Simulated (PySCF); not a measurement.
What went wrong, or what changed?

The sound run of Pb(CH3)I (singlet) uses PySCF 2.14.0, RKS BP86, Pb def2-SVP with ECP60, C def2-SVP, H def2-SVP, I def2-SVP with ECP28; non-relativistic Hamiltonian with scalar-relativistic core potentials where named; density fitting; no spin-orbit coupling, grid (50, 194), threshold 1e-8 and 55 cycles at the relaxed geometry. This run, with dm0 from free metal ions and neutral atoms, differs:

```python
mol = gto.M(atom='''
Pb     1.04746     0.00000    -0.98914
C      2.86154     0.00000     0.47365
H      3.82108     0.00000    -0.08324
H      2.80350     0.89838     1.12261
H      2.80350    -0.89838     1.12261
I     -0.93955     0.00000     1.08693''',
    basis={'Pb': 'def2-SVP', 'C': 'def2-SVP', 'H': 'def2-SVP', 'I': 'def2-SVP'},
    ecp={'Pb': 'def2-SVP', 'I': 'def2-SVP'},
    charge=0, spin=0)
mf = dft.RKS(mol, xc='B88,P86')
mf.grids.atom_grid = (50, 194)
mf = mf.density_fit()  # fitting sets: Pb def2-universal-JKFIT, C def2-universal-JKFIT, H def2-universal-JKFIT, I def2-universal-JKFIT
mf.conv_tol = 1e-08; mf.max_cycle = 5
mf.kernel(dm0)
```

Problem. What was changed, and how did it end?

Solution. The cycle limit was cut. The SCF did not converge. These settings are unsound on purpose: the numbers aren't the compound's.
```
init E= -534.508651716421
cycle= 1 E= -524.433007639057  delta_E= 10.1  |g|= 3.46  |ddm|= 6.49
cycle= 2 E= -441.807685433584  delta_E= 82.6  |g|= 7.46  |ddm|= 31.9
cycle= 3 E= -529.939819573443  delta_E= -88.1  |g|= 1.72  |ddm|= 29.9
cycle= 4 E= -529.89137498041  delta_E= 0.0484  |g|= 1.47  |ddm|= 4.69
cycle= 5 E= -530.697929170269  delta_E= -0.807  |g|= 0.508  |ddm|= 2.53
SCF not converged.
```

Run from Python with OMP_NUM_THREADS=2; the lines above give its settings.
It took 1 s on 2 threads of Arm Neoverse V2, with other jobs on the host.
